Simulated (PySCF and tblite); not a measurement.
The numbers below are computed, except where a source is named.
C7H5BrO, numbered as in [O:1]=[CH:2][c:3]1[cH:4][cH:5][cH:6][c:7]([Br:8])[cH:9]1.

Search: ETKDG and KDG, MMFF94s, GFN2-xTB, 60 starts; geometries at GFN2-xTB. Free energies are PBE0-D3(BJ)/6-31G* single points with GFN2-xTB rigid-rotor and vibrational terms (modes under about 100 cm⁻¹ blended into free rotors). Symmetry numbers and mirror images are counted. Conformers within 2.5 kcal/mol (GFN2-xTB free energy) were kept, 6 at most. GIAO shieldings: PBE0/6-31G*. Shifts are against TMS (¹H), TMS (¹³C) at the same level. Programs: PySCF with density fitting and tblite.

**Question.** What shifts does this protocol give at 298.15 K under fast conformational exchange?

**Answer.** ¹H: 10.06 (H2, 1H), 7.99 (H9, 1H), 7.84 (H4, 1H), 7.70 (H6, 1H), 7.57 (H5, 1H) ppm. ¹³C: 180.7 (C2), 135.0 (C7), 131.8 (C6), 130.6 (C3), 129.8 (C9), 124.4 (C4), 123.9 (C5) ppm.

**Question.** How do the conformers differ?

**Answer.** Torsions listed: O1–C2–C3–C4.
| conformer | shape | weight % |
| --- | --- | --- |
| 1 | 180° | 50.4 |
| 2 | 0° | 49.6 |

| signal | 1 | 2 | average |
| --- | --- | --- | --- |
| H2 | 10.08 | 10.05 | 10.06 |
| H4 | 7.51 | 8.17 | 7.84 |
| H5 | 7.56 | 7.57 | 7.57 |
| H6 | 7.69 | 7.71 | 7.70 |
| H9 | 8.31 | 7.67 | 7.99 |
| C2 | 180.5 | 180.9 | 180.7 |
| C3 | 130.5 | 130.7 | 130.6 |
| C4 | 126.7 | 122.1 | 124.4 |
| C5 | 123.7 | 124.2 | 123.9 |
| C6 | 131.7 | 131.9 | 131.8 |
| C7 | 135.7 | 134.4 | 135.0 |
| C9 | 127.4 | 132.2 | 129.8 |

Spin–orbit effects of the heavy atoms on shieldings are missing. At a carbon that bears Br the missing effect is some 10 ppm, beside I tens of ppm. Shifts are unscaled: against experiment ¹³C can be off by 15 ppm or more and ¹H by 0.8 ppm.
